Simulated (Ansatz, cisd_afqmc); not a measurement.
System: CH5Al, charge 0, singlet. CH5Al (SMILES [CH3][AlH2]).
B3LYP-D3(BJ)/def2-TZVP minimum from Ansatz (a quantum-chemistry and plane-wave program):
```xyz
7

Al     0.0163    -0.3436    -0.6281
H     -1.3071    -0.4727    -1.4898
H      1.3612    -0.9587    -1.1963
C     -0.0233     0.5858     1.0912
H     -0.0789     1.6684     0.9278
H      0.8615     0.3957     1.7015
H     -0.9086     0.3192     1.6750
```
Charge 0, spin multiplicity 1.

Total energies in cc-pV(D+d)Z, 12 correlated electrons, 6 frozen orbitals. Radicals and triplets start from unrestricted determinants; spin-orbit coupling is neglected. Cores are frozen in correlated methods. No relativity. AFQMC is phaseless with a CISD trial state; ± is one standard error, without the phaseless bias. Outlying blocks are dropped, and bars are widened where a walk drifts. Over all cases where full CI ran beside it in this data, AFQMC minus full CI had a median of +0.1 mEh and passed +0.4 mEh in a tenth of the cases.

| method | program | energy (Eh) | minus CCSDT(Q) (mEh) |
|---|---|---|---|
| HF | Ansatz | -282.68518 | 263.75 |
| MP2 | Ansatz | -282.90592 | 43.01 |
| CCSD | Ansatz | -282.94218 | 6.75 |
| CCSD(T) | Ansatz | -282.94793 | 1.01 |
| CCSDT(Q) | Ansatz | -282.94893 | 0.00 |
| AFQMC/CISD | cisd_afqmc | -282.9488 ± 0.0003 | 0.1 ± 0.3 |

Rough core times of Ansatz's runs on a shared machine: CCSD(T) under 20 s, CCSDT(Q) 70 s.
